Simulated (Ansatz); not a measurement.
C$_{3}$H$_{5}$F$_{3}$O$_{4}$S (`O=S(=O)(OCCO)C(F)(F)F`), relaxed with RKS PBE0-D4/def2-TZVP in the Gaussian-basis code of Ansatz from a PBE-D4/def2-SVP geometry. The force threshold is 0.005 eV/Å; the program also tests the step.

Total charge 0; spin multiplicity 1.

Start:

```xyz
16

O     2.786    0.498   -0.970
S     1.803    0.228    0.076
O     2.000    0.530    1.499
O     0.386    0.865   -0.463
C    -0.680    1.125    0.497
C    -1.980    0.760   -0.202
O    -2.032   -0.603   -0.551
C     1.366   -1.615   -0.046
F     0.497   -1.935    0.917
F     0.818   -1.868   -1.244
F     2.481   -2.330    0.095
H    -0.644    2.197    0.782
H    -0.528    0.506    1.403
H    -2.816    0.960    0.501
H    -2.126    1.435   -1.080
H    -1.332   -0.752   -1.214
```

```csv
step,energy (eV),largest force (eV/Å),largest move (Å)
1,-30350.8101,2.139,0.000
2,-30351.0164,1.211,0.063
3,-30351.1100,0.428,0.054
4,-30351.1152,0.127,0.034
5,-30351.1174,0.051,0.032
6,-30351.1183,0.056,0.025
7,-30351.1196,0.074,0.049
8,-30351.1207,0.062,0.054
9,-30351.1214,0.057,0.056
10,-30351.1219,0.053,0.042
11,-30351.1223,0.046,0.040
13,-30351.1230,0.037,0.050
15,-30351.1233,0.041,0.019
17,-30351.1238,0.061,0.043
19,-30351.1243,0.044,0.052
21,-30351.1247,0.050,0.040
23,-30351.1252,0.055,0.037
25,-30351.1258,0.064,0.038
27,-30351.1265,0.069,0.043
29,-30351.1272,0.066,0.044
31,-30351.1279,0.074,0.042
33,-30351.1286,0.062,0.041
35,-30351.1292,0.047,0.037
37,-30351.1295,0.036,0.032
39,-30351.1297,0.022,0.023
41,-30351.1297,0.005,0.007
42,-30351.1297,0.001,0.002
```

End:

```xyz
16

O     2.232    0.218   -1.552
S     1.608    0.144   -0.283
O     1.896    1.047    0.778
O     0.068    0.058   -0.538
C    -0.893    0.391    0.503
C    -2.018    1.138   -0.160
O    -2.707    0.358   -1.101
C     1.926   -1.555    0.371
F     1.207   -1.750    1.470
F     1.592   -2.462   -0.529
F     3.208   -1.671    0.662
H    -0.400    0.998    1.264
H    -1.240   -0.551    0.930
H    -2.740    1.414    0.613
H    -1.630    2.064   -0.602
H    -2.108    0.159   -1.826
```

Hardware: 4 threads of an AMD EPYC 7R13 on a shared host and a share of an NVIDIA H100 80 GB. Wall time 110 s, peak host memory 1.1 GiB.
